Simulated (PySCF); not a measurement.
C2H8AlAs, SMILES [CH3][Al]([CH3])[AsH2].

The structure is a stationary point at PBE-D3(BJ)/def2-SVP. The structure was generated by enumeration; whether it is a known compound was not checked.

Computed with C-PCM-ωB97X/def2-SVP in PySCF 2.14.0.

The values are the electrostatic part of the solvation free energy, E(continuum) − E(gas) at the gas-phase geometry, in a cavity of scaled van der Waals radii (PySCF's table); cavitation and dispersion terms are not included. A continuum can't describe solvent molecules that bind to the metal. In vacuum the orbital gap is 9.94 eV. The dipole moment in vacuum is 1.50 D.

| solvent | ε | ΔG(elec) (kcal/mol) | dipole (D) | gap (eV) |
|---|---|---|---|---|
| water | 78.36 | -3.6 | 2.16 | 10.40 |
| ethylethanoate | 5.99 | -3.0 | 2.03 | 10.31 |
| N,N-dimethylformamide | 37.22 | -3.6 | 2.15 | 10.40 |
